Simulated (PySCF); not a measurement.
**Selenium: a sound run and one with changed settings**

Sound run: Se [Ar] 3d10 4s2 4p4, Se+ [Ar] 3d10 4s2 4p3. Calculation: PySCF 2.14, in def2-TZVP (6s5p4d1f, 48 functions); the non-relativistic Hamiltonian (point nucleus). In the sound run the correlated levels freeze [Ar] 3d10. The sound run starts from symmetry-adapted Hartree-Fock orbitals and uses a fine grid where one is needed.

Changed run: the spin-free X2C one-electron Hamiltonian (Gaussian nucleus). This setting is unsound on purpose.

```tsv
species	method	sound run (hartree)	changed run (hartree)	converged
Se	UHF	-2399.82719	-2421.80153	yes
Se	MN15	-2401.81624	-2423.72849	yes
Se	M06-2X	-2401.52143	-2423.47463	yes
Se	MP2	-2399.92731	-2421.90147	yes
Se	CCSD(T)	-2399.94997	-2421.92375	yes
Se+	UHF	-2399.51162	-2421.48687	yes
Se+	MN15	-2401.46519	-2423.37834	yes
Se+	M06-2X	-2401.16826	-2423.12277	yes
Se+	MP2	-2399.58745	-2421.56215	yes
Se+	CCSD(T)	-2399.60490	-2421.57921	yes
```

Ionisation energy of Se:

| method | sound run (eV) | changed run (eV) |
| --- | --- | --- |
| UHF | 8.587 | 8.563 |
| MN15 | 9.553 | 9.528 |
| M06-2X | 9.610 | 9.575 |
| MP2 | 9.248 | 9.233 |
| SCS-MP2 | 9.313 | 9.298 |
| CCSD | 9.362 | 9.347 |
| CCSD(T) | 9.390 | 9.375 |

Most of the change in total energy is the relativistic energy itself. On top of that the contraction fixes the core shape for the Hamiltonian it was made with, so the changed run is not a good calculation with the other Hamiltonian either.

For comparison, NIST gives 9.752 eV between the lowest levels.
